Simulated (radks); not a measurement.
Effect of the nuclear size on neutral terbium, [Xe] 4f9 6s2. All-electron calculation, Dirac Kohn-Sham, BLYP, spin-unpolarised, spherical densities, finite nucleus; open shells fill j = l - 1/2 first; Fermi nuclear charge, rms radius 5.06 fm. Program: a radial shooting solver on a logarithmic mesh with Libxc functionals. The rms radius is varied about that value; shifts are against it.

| rms radius (fm) | total energy shift (eV) | density at nucleus (e/bohr^3) | 1s1/2 shift (meV) | 2s1/2 shift (meV) | 5s1/2 shift (meV) | 5p1/2 shift (meV) | 6s1/2 shift (meV) | 4f7/2 shift (meV) | 6p1/2 (empty) shift (meV) |
|---|---|---|---|---|---|---|---|---|---|
| 4.554 | -4.26 | 7.063e+05 | -1750 | -228 | -1.70 | 0.201 | -0.071 | 0.328 | 0.057 |
| 4.6957 | -3.10 | 7.006e+05 | -1280 | -166 | -1.24 | 0.147 | -0.051 | 0.239 | 0.042 |
| 5.06 | 0 | 6.87e+05 | 0.000 | 0.000 | 0.000 | 0.000 | 0.000 | 0.000 | 0.000 |
| 5.3231 | 2.35 | 6.779e+05 | 966 | 125 | 0.936 | -0.111 | 0.039 | -0.180 | -0.032 |
| 5.9101 | 7.90 | 6.594e+05 | 3250 | 422 | 3.15 | -0.373 | 0.131 | -0.607 | -0.106 |

Slopes of the eigenvalues against <r^2> in GHz/fm^2, as finite differences over the two radii next to the reference (eigenvalue slopes, not the field-shift constants of lines): 1s1/2 86300, 2s1/2 11200, 5s1/2 83.6, 5p1/2 -9.90, 6s1/2 3.47, 4f7/2 -16.1, 6p1/2 (empty) -2.82.
